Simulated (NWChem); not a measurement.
Molecule: GaN$_{2}$H$_{5}$O; SMILES [NH2][Ga]([OH])[NH2]

```xyz
9

Ga    -0.0041     0.0014    -0.0259
O      1.7439    -0.4607     0.0274
H      2.3193     0.3067     0.1935
N     -1.1722    -1.4059     0.0904
H     -0.7938    -2.3325    -0.1231
H     -2.1084    -1.3138    -0.3105
N     -0.5205     1.7651     0.0923
H     -1.4905     1.9937    -0.1423
H      0.0972     2.4740    -0.3122
```
Atoms are numbered in this order, from 1.

Program: NWChem. Pople sets run with spherical d functions. Coordinates come from a PBE-D3(BJ)/def2-SVP optimisation.

Q: Taking PBE0/6-311G** as the yardstick, which of these has the fewest basis functions while keeping “highest occupied level (eV)” within 0.2 eV of it: PBE0/STO-3G; PBE0/3-21G; PBE0/6-31G*?

A: PBE0/6-31G*.
| level | basis functions | highest occupied level (eV) | relative time (rough) |
|---|---|---|---|
| PBE0/STO-3G | 38 | -1.52 | 1 |
| PBE0/3-21G | 59 | -6.16 | 1 |
| PBE0/6-31G* | 84 | -6.79 | 3 |
| PBE0/6-311G** | 128 | -6.94 | 4 |

The yardstick is one finite set, not the basis-set limit.
